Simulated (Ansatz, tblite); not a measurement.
Cost and result up the ladder for SbH2(OMe) (CH5OSb) (8 atoms). Charge 0, multiplicity 1. Geometry: PBE0-D4/def2-TZVP.

```csv
atom,x (Å),y (Å),z (Å)
Sb1,-0.3682,1.1575,1.2006
H2,-1.7000,2.1102,0.7110
H3,-1.4250,-0.0398,1.8478
O4,-0.2137,0.3495,-0.5928
C5,0.7317,-0.6783,-0.7448
H6,1.7338,-0.3932,-0.3921
H7,0.8065,-0.9093,-1.8112
H8,0.4349,-1.5966,-0.2185
```

Ansatz on 4 threads of Arm Neoverse V1 on a shared host; xTB runs through tblite on one thread. Times are rough, summed over both states, and most runs start from the orbitals of an earlier one. PBE0-D4/def2-TZVP serves as the yardstick here, not as an exact answer. The other state is a doublet.

In the def2 sets Sb takes a core potential; there is no spin–orbit coupling. The xTB rows come from tblite.

Raw xTB energies of ions are shifted by several eV.

```
                          level  functions  wall time  vertical IE (eV)  difference from PBE0-D4/def2-TZVP (eV)
                       GFN2-xTB         22    0.005 s             13.70                                    4.54
                       GFN1-xTB         27    0.008 s             15.21                                    6.06
               PBE-D4/def2-TZVP        142        3 s              8.92                                   -0.24
PBE0-D4/def2-TZVP (with forces)        142      4.5 s              9.15                                    0.00
            r2SCAN-D4/def2-TZVP        142        6 s              9.03                                   -0.13
```
